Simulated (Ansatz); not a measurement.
Molecular dynamics of CH₈AlFOSi

Input:

```yaml
crystal:
  periodic: [false, false, false]
  atoms:
    - { symbol: Al, position_ang: [0.531791, 0.425917, 0.315838] }
    - { symbol: F, position_ang: [1.242158, -1.204889, 1.151953] }
    - { symbol: C, position_ang: [1.337504, 0.727603, -1.426465] }
    - { symbol: O, position_ang: [0.451812, 1.691355, 1.492707] }
    - { symbol: H, position_ang: [0.203971, -1.384969, 0.920877] }
    - { symbol: Si, position_ang: [-1.681504, -0.9925, 0.225116] }
    - { symbol: H, position_ang: [2.380559, 1.07064, -1.312244] }
    - { symbol: H, position_ang: [1.342359, -0.184578, -2.045346] }
    - { symbol: H, position_ang: [0.78996, 1.509929, -1.978793] }
    - { symbol: H, position_ang: [0.049562, 1.588041, 2.362188] }
    - { symbol: H, position_ang: [-2.48407, -1.276921, 1.459711] }
    - { symbol: H, position_ang: [-1.823182, -2.151843, -0.715377] }
    - { symbol: H, position_ang: [-2.340921, 0.182218, -0.450164] }
basis:
  gaussian: { orbitals: cc-pVDZ }
hamiltonian:
  xc: b3lyp
  dispersion: d4
md:
  timestep: 0.5
  n_steps: 196
  ensemble: nve
  temperature: 300.0
  initial_velocities: maxwell_boltzmann
  seed: 9654
```

Command:

```bash
$ ansatz run input.yaml --threads 2 --pin off --max-ram 3072MiB --backend cpu --events-out ev --progress --plain --runs-dir out
```

It starts at the highest image of a converged band. Of that band: Neighbouring images differ by up to 1.2 eV, so the band resolves the path poorly. A vibrational analysis at the climbing image gives one clearly imaginary mode, 531i cm⁻¹: a first-order saddle point.

Output, in part (step lines, the closing report, with atoms numbered from 0):

```
md step     0: t =     0.00 fs  T =   300.0 K  F+E_penalty+E_count = -20409.04980633 eV  E_kin = 0.426558 eV  conserved = -20408.62324834 eV  (26 SCF iters)
[... lines left out ...]
Total energy: -20410.19655766 eV, -750.0608889658 hartree
Atom 0 at     1.419312     0.585778     0.397021 Å, force     0.793708    -1.647304    -0.624316 eV/Å
Atom 1 at     2.051467    -0.809551     1.156895 Å, force     0.238436     0.303230    -0.257288 eV/Å
Atom 2 at     1.605574     0.980967    -1.470214 Å, force     0.028878     1.030828    -0.507335 eV/Å
Atom 3 at     0.177124     1.275695     1.250180 Å, force    -1.888410     0.777535     1.203612 eV/Å
Atom 4 at    -2.893974    -2.171573     1.386749 Å, force    -0.474023    -1.660420     1.643305 eV/Å
Atom 5 at    -2.859518    -1.270742     0.331409 Å, force     0.149469     1.715835    -1.986410 eV/Å
Atom 6 at     2.590997     1.372657    -1.757754 Å, force     0.209488    -0.040732    -0.037923 eV/Å
Atom 7 at     1.450662     0.062253    -2.054088 Å, force    -0.132055    -0.075983    -0.062327 eV/Å
Atom 8 at     0.867191     1.773913    -1.786211 Å, force     0.373603    -0.723090     0.279412 eV/Å
Atom 9 at    -0.417767     0.737674     1.798887 Å, force     0.346512     0.370590     0.012967 eV/Å
Atom 10 at    -3.683150    -0.037779     0.640139 Å, force     0.509950    -0.100005     0.164913 eV/Å
Atom 11 at    -3.447947    -1.700319    -0.986755 Å, force     0.142219    -0.342501     0.256407 eV/Å
Atom 12 at    -1.370402    -1.083776     0.142813 Å, force    -0.297774     0.392018    -0.085017 eV/Å
Dipole moment:    -0.109742     0.116243    -0.170505 e Å
```

The steps, from the saved trajectory:

| time (fs) | T (K) | potential energy less start (eV) | conserved less start (meV/atom) |
| --- | --- | --- | --- |
| 0.0 | 300 | 0.000 | 0.00 |
| 3.0 | 225 | 0.108 | 0.08 |
| 6.0 | 225 | 0.107 | 0.02 |
| 9.0 | 173 | 0.181 | 0.06 |
| 12.0 | 152 | 0.211 | 0.08 |
| 15.0 | 243 | 0.082 | 0.03 |
| 18.0 | 325 | -0.034 | 0.09 |
| 21.0 | 547 | -0.352 | -0.09 |
| 24.0 | 424 | -0.174 | 0.15 |
| 27.0 | 632 | -0.474 | -0.17 |
| 30.0 | 577 | -0.393 | 0.08 |
| 33.0 | 734 | -0.616 | 0.02 |
| 36.0 | 912 | -0.871 | -0.08 |
| 39.0 | 875 | -0.817 | 0.04 |
| 42.0 | 915 | -0.874 | 0.01 |
| 45.0 | 928 | -0.892 | 0.07 |
| 48.0 | 1124 | -1.172 | 0.00 |
| 51.0 | 1208 | -1.292 | -0.04 |
| 54.0 | 1193 | -1.270 | 0.01 |
| 57.0 | 1202 | -1.283 | 0.00 |
| 60.0 | 1079 | -1.107 | 0.06 |
| 63.0 | 1127 | -1.175 | 0.05 |
| 66.0 | 1230 | -1.323 | -0.05 |
| 69.0 | 1190 | -1.264 | 0.05 |
| 72.0 | 1189 | -1.265 | 0.00 |
| 75.0 | 1082 | -1.111 | 0.04 |
| 78.0 | 1097 | -1.133 | 0.07 |
| 81.0 | 1234 | -1.329 | -0.09 |
| 84.0 | 1115 | -1.158 | 0.12 |
| 87.0 | 1219 | -1.308 | -0.07 |
| 90.0 | 1102 | -1.140 | 0.03 |
| 93.0 | 1010 | -1.008 | 0.09 |
| 96.0 | 1149 | -1.208 | -0.08 |

All steps were run. The conserved energy stayed within 0.2 meV per atom of its start (net change 0.0028 meV per atom), so the integration is sound. The system heated up, since it started high on the potential surface and ran downhill. A run of 0.098 ps of so small a system gives no equilibrium averages. The orbitals stay closed-shell, which can raise the energy where a bond breaks towards radicals; this wasn't checked here.

The step under study would form Al1–Si6, F2–H5 and break Al1–F2, H5–Si6. These pairs go: Al1–Si6 2.63 → 4.66 Å, F2–H5 1.08 → 5.13 Å, Al1–F2 1.97 → 1.71 Å, H5–Si6 2.05 → 1.39 Å. In the last frame they stand as before the step (other bonds may differ from the relaxed reactants and products). It ends as CH4AlFO + H4Si. Pairs count as bonded within 1.25 times the sum of covalent radii (0.12 Å more for H–H).

Last frame:

```xyz
13
Properties=species:S:1:pos:R:3
Al 1.419 0.586 0.397
F 2.051 -0.810 1.157
C 1.606 0.981 -1.470
O 0.177 1.276 1.250
H -2.894 -2.172 1.387
Si -2.860 -1.271 0.331
H 2.591 1.373 -1.758
H 1.451 0.062 -2.054
H 0.867 1.774 -1.786
H -0.418 0.738 1.799
H -3.683 -0.038 0.640
H -3.448 -1.700 -0.987
H -1.370 -1.084 0.143
```

The run took 11 min on 2 threads of Arm Neoverse V2, with other jobs on the host, peak memory 0.28 GiB.
